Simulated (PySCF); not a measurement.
## How methods differ on the excitation energy of Fe²⁺

Fe²⁺ [Ar] 3d6 (5D) → Fe²⁺ [Ar] 3d5 4p1 (7P), as a difference of total energies. All numbers are calculated (PySCF 2.14, scalar relativity by spin-free X2C-1e, in aug-cc-pVDZ-DK (7s6p4d2f, 59 functions)). Correlated levels: valence: [Ar] frozen. The calculations carry no spin-orbit coupling.

```tsv
method	excitation energy (cm⁻¹)
UHF	69261
LDA	83247
PBE	82901
PBE0	81610
r2SCAN	79597
M06	80757
r2SCANh	79475
BHandHLYP	81528
HSE06	81528
MP2 (valence)	78189
SCS-MP2 (valence)	80050
```

A first-order spin-orbit estimate (lowest level to lowest level, LS coupling) adds 0.006 eV.
